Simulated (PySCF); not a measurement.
Br5W, SMILES [Br][W+]([Br])([Br])([Br])[Br], charge +1, multiplicity 1.

The structure is a stationary point at B3LYP-D3(BJ)/def2-SVP. The multiplicity is an assumed one; other spin states were not compared. The def2 effective core potentials stand for the cores of W; spin–orbit coupling is left out.

Two levels are set side by side: PBE/def2-TZVP (PySCF) and PBE0/def2-TZVP (PySCF). Same geometry, gas phase. Differences are taken from unrounded values.

| quantity | PBE0 |
|---|---|
| orbital gap (eV) | 3.31 |
| highest occupied level (eV) | -12.90 |
| lowest empty level (eV) | -9.59 |

What does PBE give, and how far is it from PBE0? (The exact figures need the calculation; the answer reports its results.)


| quantity | PBE | PBE minus PBE0 |
|---|---|---|
| orbital gap (eV) | 1.68 | -1.63 |
| highest occupied level (eV) | -11.69 | 1.21 |
| lowest empty level (eV) | -10.01 | -0.42 |

Without exact exchange PBE keeps part of each electron's self-repulsion, which lifts occupied levels and narrows the gap. Differences between two approximate levels are no errors against the true value.

Rough cost on one machine, each run with all the roots and properties that it gave: PBE0 against PBE about 1/2.
